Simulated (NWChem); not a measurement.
System: CHBF₄; SMILES FC(F)(BF)F

Here is an NWChem input.

```
start job
memory heap 200 mb stack 900 mb global 1100 mb
geometry units angstroms noautosym nocenter noautoz
  B      0.672843    -1.074823     0.001545
  C      0.016367     0.395701     0.000234
  F     -1.317174     0.388797    -0.000293
  F      0.420237     1.075921    -1.083618
  F      0.419364     1.078057     1.082996
  F     -0.119511    -2.114330    -0.000414
  H      1.867982    -1.219157     0.004009
end
basis spherical
  * library pcsseg-1
end
dft
  xc kt2
  iterations 150
end
property
  shielding 6 1 2 3 4 6 7
  efieldgrad
end
task dft property
```

The geometry was optimised at PBE0/def2-SVP.

GIAO values for the isolated, static molecule; σ is the absolute isotropic shielding, δ = σ(reference) − σ with the isolated reference molecule computed at the same levels (11B: boron trifluoride, 13C: tetramethylsilane, 19F: trichlorofluoromethane, 1H: tetramethylsilane).

Atoms are numbered as in the input.

What results follow from this input? (KT2/pcSseg-1, GIAO.) Quantities: δ B1 (ppm); δ C2 (ppm); δ F3 (rotor mean) (ppm); δ F6 (ppm); δ H7 (ppm).


- δ B1 (ppm): 30.0
- δ C2 (ppm): 125.7
- δ F3 (rotor mean) (ppm): -109.7
- δ F6 (ppm): -25.6
- δ H7 (ppm): 5.06
